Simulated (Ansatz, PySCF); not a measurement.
Stretching the C4–H5 bond in CH4GeO (SMILES C[O][GeH]) (multiplicity 1 held, fragments rigid). Energies count from the point at 1.093 Å.
Geometry at that point (charge 0, multiplicity 1):
| atom | x (Å) | y (Å) | z (Å) |
|---|---|---|---|
| Ge | -0.3092 | -0.4404 | 0.6133 |
| H | -1.3390 | -0.7616 | -0.6020 |
| O | 0.7362 | 0.6534 | -0.3365 |
| C | 0.6019 | 1.0336 | -1.6953 |
| H | 0.4997 | 2.1200 | -1.7566 |
| H | 1.5021 | 0.7410 | -2.2416 |
| H | -0.2698 | 0.5637 | -2.1609 |

Restricted levels (R-, RO-) in cc, def2 and unpolarised 6-31G sets keep to the state of the molecule at rest. U- levels take the lowest unrestricted solution at each point, which mixes spins at long bonds. Curves can end on different states.

Rows in LANL2DZ carry no dispersion term and start afresh at each structure. LANL2DZ brings its own core potentials from Na on.

Programs: Ansatz (Gaussian basis) for Hartree–Fock, density functionals and correlated methods; PySCF for LANL2DZ rows. Each number belongs to the level named beside it.

One of these levels gives 161.48 kcal/mol for the energy at R = 3.497 Å. Name it.
(A) R-HF/cc-pVTZ
(B) R-B3LYP/LANL2DZ
(C) R-wB97X-V/cc-pVTZ
(D) U-HF/LANL2DZ

C, R-wB97X-V/cc-pVTZ. The others give 86.03 (U-HF/LANL2DZ), 178.02 (R-HF/cc-pVTZ), 143.02 (R-B3LYP/LANL2DZ)

Doubts at one or more of the structures used: a spin-contaminated determinant (U-HF/LANL2DZ); a restricted determinant that unrestricted orbitals would lower (R-HF/cc-pVTZ, R-wB97X-V/cc-pVTZ).

Ansatz is an electronic-structure program.
